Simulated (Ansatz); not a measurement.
C3H7BFN can be A, `BN/C(C)=C\F`, or B, `NCB/C=C/F`.

Program: Ansatz. Geometries: PBE0-D4/def2-TZVP. ΔE: electronic, gas phase. CBS: MP2 limit from def2 TZ/QZ plus the TZ coupled-cluster correction, frozen cores. Double bonds are as drawn, so ΔE can hold a change between cis and trans. DFT in def2-TZVPP. Each species was taken in one conformer, which may not be the lowest.

A:

```xyz
13

B     0.179    0.102    2.021
N     0.677    0.389    0.750
C     0.135    0.078   -0.498
C    -1.153   -0.664   -0.556
C     0.761    0.439   -1.614
F     1.928    1.112   -1.564
H     0.819    0.470    2.960
H    -0.849   -0.490    2.147
H     1.550    0.892    0.676
H    -1.949   -0.107   -0.055
H    -1.444   -0.831   -1.593
H    -1.071   -1.632   -0.056
H     0.418    0.242   -2.619
```

B:

```xyz
13

N     1.0409    0.9476   -2.1756
C     1.0746    0.3204   -0.8521
B    -0.2522    0.0491   -0.0684
C    -0.2527   -0.5998    1.3173
C    -1.4231   -0.7974    1.9186
F    -1.5427   -1.3511    3.1192
H     0.5810    1.8484   -2.1150
H     0.4710    0.3919   -2.8024
H     1.6232   -0.6310   -0.9349
H     1.7389    0.9145   -0.2051
H    -1.3156    0.3502   -0.5469
H     0.6455   -0.9116    1.8460
H    -2.3888   -0.5313    1.4993
```

Q: Which is lower in electronic energy at CCSD(T)/CBS, and by how much? (An estimate is asked.)

A: The calculation gave: A, by 119.2 kJ/mol.

Q: Give E(B) − E(A) in kJ/mol with MP2/def2-TZVPP, B2PLYP, HF/def2-TZVPP, ωB97M-V, CCSD(T)/def2-TZVPP, PBE-D4, CCSD/def2-TZVPP. (Best estimate.)

A: The calculation gave: MP2/def2-TZVPP 121.0, B2PLYP 118.1, HF/def2-TZVPP 109.2, ωB97M-V 115.6, CCSD(T)/def2-TZVPP 118.8, PBE-D4 118.0, CCSD/def2-TZVPP 116.9. None reverses the order clearly.

Largest T1 diagnostic: 0.013.

In def2-TZVPP, CCSD(T) changes the Hartree–Fock value by +9.6 kJ/mol (the triples alone add +1.9 kJ/mol) and MP2 by +11.8 kJ/mol. The D4 term adds +4.9 kJ/mol with B3LYP and +2.6 kJ/mol with PBE0; it sums over pairs of atoms, weighted by their polarisabilities, and B3LYP, whose exchange is more repulsive, gets the larger term.

B3LYP here is the variant with VWN-RPA as its local correlation; programs differ in this.
